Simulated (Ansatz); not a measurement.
Cost and result for the atomization energy of C$_{5}$H$_{5}$F$_{3}$O$_{2}$ (`CC(=O)CC(=O)C(F)(F)F`) (15 atoms, 14 bonds).

```
atom    x (Å)    y (Å)    z (Å)
  C1  -0.9009   1.1826  -1.8657
  C2   0.1626   0.4964  -1.0609
  O3   1.0606  -0.1301  -1.5541
  C4   0.0424   0.6520   0.4547
  C5   0.9504  -0.3021   1.1753
  O6   2.0426  -0.0350   1.5731
  C7   0.3627  -1.7123   1.4276
  F8  -0.3189  -2.1526   0.3657
  F9   1.2928  -2.5933   1.7325
 F10  -0.5021  -1.6297   2.4522
 H11  -1.8483   0.6520  -1.7300
 H12  -0.6317   1.1747  -2.9201
 H13  -1.0546   2.2075  -1.5190
 H14   0.3427   1.6716   0.7117
 H15  -1.0001   0.5183   0.7568
```

Total charge 0; spin multiplicity 1. All single points use the PBE0-D4/def2-TZVP geometry. It is one conformer, not always the lowest. Program: Ansatz. All runs use 2 threads of an AMD EPYC 7R13 on a shared host and a share of an NVIDIA H100 80 GB. Times are those of one run each, without the atoms' runs, and a repeat can differ threefold. Electronic energies, without spin–orbit coupling; frozen cores. CCSD(T)/CBS adds CCSD(T) − MP2 in def2-TZVPP to the MP2 limit, and its time is that of the two runs behind it. T1 = 0.014. B3LYP takes the VWN-RPA correlation (the form of Gaussian; ORCA's B3LYP/G). HSE06 is the plane-wave form, built on full-range PBE exchange.

CCSD(T)/CBS is a level of theory with its own doubt, some kJ/mol a heavy atom from the limit and from the frozen cores, so smaller differences don't rank the functionals.

```json
{"level": "CCSD(T)/def2-SVP", "functions": "165", "wall time": "2.6 s"}
{"level": "PBE-D4/def2-TZVPP (with forces)", "functions": "380", "wall time": "2.8 s"}
{"level": "CAM-B3LYP-D4/def2-TZVPP", "functions": "380", "wall time": "2.9 s"}
{"level": "HSE06-D4/def2-TZVPP", "functions": "380", "wall time": "3.2 s"}
{"level": "ωB97X-V/def2-TZVPP", "functions": "380", "wall time": "3.5 s"}
{"level": "B3LYP-D4/def2-TZVPP (with forces)", "functions": "380", "wall time": "3.7 s"}
{"level": "PBE-QIDH/def2-TZVPP", "functions": "380", "wall time": "4.1 s"}
{"level": "r2SCAN-D4/def2-TZVPP (with forces)", "functions": "380", "wall time": "4.2 s"}
{"level": "B97M-V/def2-TZVPP", "functions": "380", "wall time": "4.3 s"}
{"level": "MP2/def2-QZVPP", "functions": "720", "wall time": "5.5 s"}
{"level": "ωB97M-V/def2-TZVPP (with forces)", "functions": "380", "wall time": "8 s"}
{"level": "CCSD(T)/def2-TZVPP", "functions": "380", "wall time": "18 s"}
{"level": "CCSD(T)/CBS(def2)", "functions": "–", "wall time": "23 s"}
```

Q: What atomization energy does each give, and how far from CCSD(T)/CBS? (Best estimate.)

A: The calculation gave: 
| level | atomization (kcal/mol) | difference from CCSD(T)/CBS | per bond |
| --- | --- | --- | --- |
| CCSD(T)/def2-SVP | 1505.8 | -63.0 | -4.5 |
| PBE-D4/def2-TZVPP (with forces) | 1641.7 | 72.9 | 5.2 |
| CAM-B3LYP-D4/def2-TZVPP | 1580.4 | 11.6 | 0.8 |
| HSE06-D4/def2-TZVPP | 1588.4 | 19.6 | 1.4 |
| ωB97X-V/def2-TZVPP | 1577.3 | 8.5 | 0.6 |
| B3LYP-D4/def2-TZVPP (with forces) | 1566.5 | -2.3 | -0.2 |
| PBE-QIDH/def2-TZVPP | 1565.9 | -2.9 | -0.2 |
| r2SCAN-D4/def2-TZVPP (with forces) | 1584.2 | 15.4 | 1.1 |
| B97M-V/def2-TZVPP | 1574.4 | 5.6 | 0.4 |
| MP2/def2-QZVPP | 1609.6 | 40.8 | 2.9 |
| ωB97M-V/def2-TZVPP (with forces) | 1578.9 | 10.1 | 0.7 |
| CCSD(T)/def2-TZVPP | 1527.4 | -41.4 | -3.0 |
| CCSD(T)/CBS(def2) | 1568.8 | 0.0 | 0.0 |

In def2-TZVPP, CCSD(T) changes the Hartree–Fock value by +436.7 kcal/mol (the triples alone add +33.4 kcal/mol) and MP2 by +494.5 kcal/mol; breaking electron pairs costs correlation energy, which Hartree–Fock lacks. The D4 term adds +13.1 kcal/mol with B3LYP and +7.0 kcal/mol with PBE0; it sums over pairs of atoms, weighted by their polarisabilities, and B3LYP, whose exchange is more repulsive, gets the larger term. From BLYP to BHLYP (50 % exact exchange), in def2-TZVPP and without D4, the atomization energy moves by −80.8 kcal/mol: exact exchange takes away binding that semilocal exchange gives to molecules.
